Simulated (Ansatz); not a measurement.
H2NOPZn (`[NH]1P[O][Zn]1`), relaxed with RKS PBE0-D4/def2-TZVP in Ansatz 0.2.0 from a GFN2-xTB geometry. The force threshold is 0.005 eV/Å; the program also tests the step.

Charge 0, multiplicity 1.

Start:

```xyz
6

N     0.345   -0.303    0.907
P     0.411    0.629   -0.375
O     0.292   -0.290   -1.538
Zn   -0.715   -1.786   -0.389
H     0.304    0.137    1.818
H    -0.639    1.613   -0.424
```

Problem. How much energy does the relaxation release, and in how many steps? (An estimate is asked.)

Solution. Ansatz gave: 24.16 kJ/mol, in 10 steps.

Problem. Which bonds change most? (Best estimate.)

Solution. Computed: N1–Zn4 from 2.237 to 1.966 Å; O3–Zn4 from 2.138 to 1.989 Å; P2–O3 from 1.486 to 1.572 Å.

Problem. Give the relaxed structure. (Estimate.)

Solution. Computed: 
```xyz
6

N     0.349   -0.339    0.877
P     0.510    0.682   -0.434
O     0.189   -0.344   -1.581
Zn   -0.600   -1.619   -0.274
H     0.176    0.040    1.801
H    -0.624    1.580   -0.389
```
